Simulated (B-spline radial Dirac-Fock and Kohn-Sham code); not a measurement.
Ionisation of each subshell: Ir⁴⁺

System: the Ir⁴⁺ ion, configuration [Xe] 4f14 5d5, inside a Watson sphere of charge -4 and radius 1.6 Å (a model of the Madelung potential; inside it an electron's potential energy is raised by 36.0 eV); nuclear rms radius 5.4032 fm (A = 193).

Level of theory: Dirac-Fock (average of configuration) total-energy differences with a finite nucleus, the Breit interaction including its frequency dependence, and self-energy and vacuum-polarisation corrections; a radial B-spline solver. Correlation and solid-state effects are left out. Energies are counted from the vacuum level.

All terms are in eV, carry their sign (relaxation lowers the binding energy) and add up to the binding energy; ⟨r⟩ is the mean radius of the orbital in the initial state.

```csv
subshell,−ε (Koopmans),relaxation,Breit,QED,binding energy,⟨r⟩ (bohr)
K (1s),76621.8,-89.52,-261.51,-137.55,76133.2,0.017
L1 (2s),13555.4,-53.18,-29.69,-20.50,13452.1,0.073
L2 (2p1/2),12958.0,-57.87,-49.15,-0.20,12850.8,0.060
L3 (2p3/2),11327.4,-54.40,-29.27,-2.12,11241.7,0.069
M1 (3s),3245.0,-29.45,-5.42,-4.76,3205.4,0.190
M2 (3p1/2),2978.8,-30.56,-9.30,-0.17,2938.8,0.180
M3 (3p3/2),2616.6,-28.68,-5.10,-0.54,2582.3,0.195
M4 (3d3/2),2178.0,-31.59,-4.02,0.36,2142.8,0.171
M5 (3d5/2),2100.5,-30.93,-2.55,0.15,2067.2,0.175
N1 (4s),736.6,-11.62,-1.10,-1.17,722.8,0.423
N2 (4p1/2),623.3,-11.50,-1.94,-0.02,609.9,0.427
N3 (4p3/2),536.7,-10.34,-0.91,-0.11,525.3,0.459
N4 (4d3/2),350.7,-10.13,-0.53,0.09,340.2,0.472
N5 (4d5/2),334.4,-9.74,-0.22,0.04,324.5,0.483
N6 (4f5/2),96.10,-9.06,0.12,0.06,87.23,0.525
N7 (4f7/2),92.81,-8.85,0.24,0.05,84.24,0.533
O1 (5s),126.3,-2.31,-0.17,-0.22,123.6,0.985
O2 (5p1/2),87.64,-2.01,-0.28,0.00,85.36,1.062
O3 (5p3/2),73.07,-1.65,-0.10,-0.01,71.30,1.147
"O4,5 (5d)",21.25,-0.87,0.00,0.01,20.39,1.502
```

For the deepest level, K (1s), the Breit terms make up -0.343 % of the binding energy, QED -0.181 % and orbital relaxation -0.118 %.

Values without a named source are computed, but for edge energies of neutral atoms, which are taken from tables.
